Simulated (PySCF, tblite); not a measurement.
Isomers of C7H6FNSi, one GFN2-xTB conformer each. Single-point energies are computed at PBE0/pcSseg-1 (PySCF, gas phase, no added dispersion term), electronic only.

Question: Rank them by PBE0/pcSseg-1 energy, lowest first (kJ/mol).
A. `[CH2:1]=[CH:2][SiH2:3]/[C:4]([F:5])=[CH:6]/[C:7]#[C:8][C:9]#[N:10]` with C1–C2–Si3–C4 -130°, C2–Si3–C4–F5 -163°
B. `[N:1]#[C:2][C:3]#[C:4][C@@H:5]1[CH:6]=[CH:7][C@H:8]([F:9])[SiH2:10]1` with C4–C5–C6–C7 -133°, C6–C7–C8–F9 132°, C7–C8–Si10–C5 -13°, C4–C5–Si10–C8 134°

Answer: B (0.0), A (56.9).

GFN2-xTB itself gives, in the same order: 0.0, 109.4. Both levels put the same isomer lowest.

Question: Which frontier levels, dipoles and rotational constants go with these structures?

Answer: 
```
                         SMILES  HOMO (eV, PBE0/pcSseg-1)  LUMO (eV)  dipole (D)       A, B, C (MHz)
N#CC#C[C@@H]1C=C[C@H](F)[SiH2]1                     -8.00      -1.40        5.58  2731, 491.9, 474.6
        C=C[SiH2]/C(F)=C/C#CC#N                     -7.62      -2.35        6.95  3026, 394.9, 353.7
```

Question: What happens when harmonic zero-point energies from GFN2-xTB frequencies are added?

Answer: 
```tsv
SMILES	ZPE (kJ/mol)	electronic (kJ/mol)	with ZPE (kJ/mol)
N#CC#C[C@@H]1C=C[C@H](F)[SiH2]1	268.7	0.0	0.0
C=C[SiH2]/C(F)=C/C#CC#N	260.6	56.9	48.9
```

The zero-point energies span 8.1 kJ/mol. The order is unchanged.
